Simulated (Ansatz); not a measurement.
Reaction (ligand exchange at a Ge–O bond): `C[O][Ge][NH2]` + `O[SiH3]` → `[NH2][Ge][O][SiH3]` + CH₃OH

Program: Ansatz. Geometries: PBE0-D4/def2-TZVP. ΔE: electronic, gas phase. CCSD(T)/CBS adds triple-zeta CCSD(T) − MP2 to the extrapolated MP2 energy (def2 sets, frozen cores). This one scheme is used for every species. Functionals use def2-TZVPP. HSE06 is defined as in plane-wave codes. For Ge outer-core shells are correlated without core-valence functions, which leaves a few kJ/mol of doubt a bond. Scalar relativity is left out up to krypton. Each species was taken in one conformer, which may not be the lowest.

```csv
level,ΔE (kJ/mol)
r2SCANh-D4,-12.8
r2SCAN0-D4,-14.2
PBE0,-13.0
HSE06,-13.0
CCSD(T)/def2-SVP,-17.7
MP2/def2-QZVPP,-13.2
SCS-MP2/def2-QZVPP,-14.8
MP2/CBS(def2),-13.0
```

(1) What does CCSD(T)/CBS give? (Estimate.)

Largest T1 diagnostic among the species: 0.014.

## Answers

(1) Ansatz gave: -14.3 kJ/mol. The listed levels differ from it by 1.5, 0.1, 1.3, 1.3, -3.4, 1.1, -0.5, 1.3 kJ/mol.

In def2-TZVPP, CCSD(T) changes the Hartree–Fock value by +6.3 kJ/mol (the triples alone add +1.1 kJ/mol) and MP2 by +7.6 kJ/mol. At CCSD(T), def2-SVP lies −3.4 kJ/mol from the extrapolated value and def2-TZVPP −0.2 kJ/mol. From BLYP to BHLYP (50 % exact exchange), in def2-TZVPP and without D4, ΔE moves by −4.9 kJ/mol.
